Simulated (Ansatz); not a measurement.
ClGeH5SSi, SMILES `Cl[SiH2][S][GeH3]`, relaxed with RKS PBE0-D4/def2-TZVP in Ansatz 0.2.0 from a PBE-D4/def2-SVP geometry. The force threshold is 0.005 eV/Å; the program also tests the step.

Total charge 0; spin multiplicity 1.

Start:

```xyz
9

Cl   -1.803    3.017   -0.405
Si   -0.983    1.115   -0.543
S     0.480    0.942    1.023
Ge    1.079   -1.194    0.606
H    -0.358    0.963   -1.901
H    -2.082    0.104   -0.379
H     2.173   -1.501    1.654
H    -0.143   -2.131    0.782
H     1.637   -1.316   -0.836
```

```tsv
step	energy (eV)	largest force (eV/Å)	largest move (Å)
1	-87820.7397	0.510	0.000
2	-87820.7723	0.083	0.048
3	-87820.7732	0.045	0.012
4	-87820.7734	0.054	0.007
5	-87820.7735	0.007	0.012
6	-87820.7736	0.001	0.010
7 (rejected)	-87820.7731	0.090	0.145
8	-87820.7738	0.037	0.071
9 (rejected)	-87820.7737	0.069	0.072
10	-87820.7740	0.038	0.035
11	-87820.7744	0.032	0.049
12	-87820.7748	0.055	0.073
13	-87820.7752	0.073	0.054
14	-87820.7758	0.068	0.027
15	-87820.7771	0.039	0.059
16	-87820.7780	0.064	0.140
17	-87820.7784	0.050	0.015
18	-87820.7788	0.082	0.016
19	-87820.7790	0.010	0.011
20	-87820.7790	0.010	0.029
21	-87820.7791	0.007	0.006
22	-87820.7791	0.003	0.002
```

End:

```xyz
9

Cl   -1.958    2.840   -0.354
Si   -0.849    1.136   -0.594
S     0.387    0.910    1.112
Ge    0.961   -1.203    0.671
H    -0.049    1.286   -1.831
H    -1.777   -0.014   -0.731
H     2.332   -1.415    1.320
H    -0.088   -2.155    1.261
H     1.041   -1.384   -0.854
```

Hardware: 4 threads of a server CPU on a shared host. Wall time 62 s, peak host memory 0.66 GiB.
